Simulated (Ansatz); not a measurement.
The same path of ClGeH3 + H3P (9 atoms, charge 0, multiplicity 1) was run twice with different band settings. Lost on the way: Ge1–H2, P6–H9. Made: Ge1–P6, H2–H9.

All numbers below come from RKS PBE0-D4/def2-SVP (Ansatz 0.2.0).

Relaxed end points:

```xyz
9
Properties=species:S:1:pos:R:3
Ge -0.256 0.358 -0.184
H -0.410 0.305 1.341
H 1.192 0.100 -0.620
H -0.792 1.676 -0.760
Cl -1.476 -1.231 -1.013
P 1.407 -3.189 1.410
H 0.245 -2.971 0.607
H 2.250 -2.440 0.530
H 1.142 -2.058 2.243
```

```xyz
9
Properties=species:S:1:pos:R:3
Ge 0.058 -0.675 -0.338
H 0.677 0.841 2.680
H 1.169 0.381 -0.450
H -1.196 -0.103 0.341
Cl -0.519 -1.189 -2.370
P 0.824 -2.535 0.808
H -0.269 -3.345 0.370
H 1.672 -2.941 -0.267
H 0.888 0.116 2.781
```

Common settings: movable images 9; climbing image yes; optimiser quadratic models (default); start path through a guess of the saddle point; force threshold 0.05 eV/Å; end points relaxed.

| run | spring | iteration limit |
| --- | --- | --- |
| 1 | 5.0 eV/Å² | 29 |
| 2 | 2.0 to 10.0 eV/Å², energy-weighted | 20 |

Q: What does each run give, and how far can it be trusted?

A: Run 1: converged after 29 iterations, highest image 2.739 eV above the first end. Neighbouring images differ by up to 2.2 eV, so the band resolves the path poorly. A vibrational analysis at the climbing image gives one clearly imaginary mode, 1396i cm⁻¹: a first-order saddle point.
Run 2: converged after 20 iterations, highest image 2.739 eV above the first end. Another band between the same ends (9 images) ends at a top of the same energy, where a vibrational analysis finds 1 clearly imaginary mode.
The orbitals stay closed-shell, which can raise the energy where a bond breaks towards radicals; this wasn't checked here.
